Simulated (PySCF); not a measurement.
Gas-phase reaction: GaH₂Cl + Cl ⇌ GaCl₂ + 2 H, at 1600 K and a standard pressure of 1 bar. Level: PBE0/def2-SVP†.

Computed with PySCF and rigid-rotor harmonic-oscillator thermochemistry at 1 bar. † marks an energy on the PBE0/def2-TZVP geometry and frequencies. Open shells (unrestricted): Cl (multiplicity 2, electronic degeneracy 6), GaCl₂ (multiplicity 2), H (multiplicity 2); the rest are closed-shell singlets. Spin-orbit splitting is ignored; it lowers the true energy and changes the entropy of Cl. Ga: all electrons, no relativistic terms. GaH₂Cl, GaCl₂: computed as isolated molecules; such fragments, hydroxides, amides, oligomers or adducts are transient or little studied in the gas. The harmonic model lacks anharmonicity and excited electronic states, which grow with temperature; levels with a mode under 35 cm⁻¹ are left out. Soft modes under 120 cm⁻¹ make the harmonic entropy rough for GaCl₂.

```tsv
species	E (Ha)	H(1600 K) − E (kJ/mol)	S°(1600 K) (J/mol/K)
GaH₂Cl	-2385.49309	141.2	376.6
Cl	-459.83854	33.3	203.2
GaCl₂	-2844.24479	93.4	398.0
H	-0.50034	33.3	149.6
```
E: electronic energy; H − E holds the zero-point and thermal terms. 1 Ha = 2625.5 kJ/mol.

Question: Work out ΔH°, ΔS°, ΔG° and log10 K from these numbers.

Answer: 1. ΔE = 1×(-2844.24479) + 2×(-0.50034) − 1×(-2385.49309) − 1×(-459.83854) = 0.08616 Ha = 226.2 kJ.
2. Δ(H − E) = 1×(93.4) + 2×(33.3) − 1×(141.2) − 1×(33.3) = -14.5 kJ, so ΔH° = 211.7 kJ.
3. ΔS° = 1×(398.0) + 2×(149.6) − 1×(376.6) − 1×(203.2) = 117.4 J/K; the number of gas molecules changes by +1.
4. ΔG° = ΔH° − TΔS° = 211.7 − 1600×(117.4)/1000 = 23.9 kJ.
5. log10 K = −ΔG°/(RT ln 10) = -0.78, with RT ln 10 = 30.63 kJ/mol; at standard pressures the reactants are favoured.
6. A shift of 10 kJ in ΔE would move log10 K by 0.33 here.
7. With ΔH° and ΔS° held fixed, ΔG° changes sign near ΔH°/ΔS° = 1800 K.
8. Lowering the total pressure from 1 bar to 0.01 bar multiplies the mole-fraction quotient K_x = K (p/p°)^(−Δn) by 10^2, which pushes the balance towards the products.
For scale, ΔH°(298 K) is 202 kJ at this level, 221 kJ at ωB97M-V/def2-TZVP†, and runs from 169 to 256 kJ over the 20 levels computed.
